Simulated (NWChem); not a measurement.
# Basis-set dependence for ethylenediamine (C2H8N2)

```
C
H 1 1.1020
H 1 1.1144 2 105.78
N 1 1.4484 2 109.13 3 123.65
H 4 1.0169 1 110.70 2 -55.07
H 4 1.0187 5 106.16 1 119.89
C 1 1.5198 2 107.80 3 -115.82
H 7 1.1020 1 107.80 2 -60.39
H 7 1.1144 8 105.78 1 115.82
N 7 1.4484 8 109.13 9 123.65
H 10 1.0169 7 110.70 8 -55.07
H 10 1.0187 11 106.16 7 119.89
```
Charge 0, spin multiplicity 1.

Program: NWChem. Structure: optimised with PBE0/def2-SVP, a minimum by its harmonic frequencies. It is one conformer; others weren't searched.

Hartree-Fock energies in Ha, correlation energies in mHa.

The correlated methods keep 4 core orbitals frozen. The Pople sets run with spherical d functions.

```json
[
 {"basis": "cc-pVDZ", "functions": "96", "RHF": "-189.28875", "MP2": "-634.9", "SCS-MP2": "-630.8"},
 {"basis": "6-311G**", "functions": "120", "RHF": "-189.32561", "MP2": "-673.8", "SCS-MP2": "-669.7"}
]
```

From cc-pVDZ to 6-311G** the Hartree-Fock energy moves by -36.9 mHa and the MP2 correlation energy by -38.9 mHa, which is 6 % of its value in the larger set.
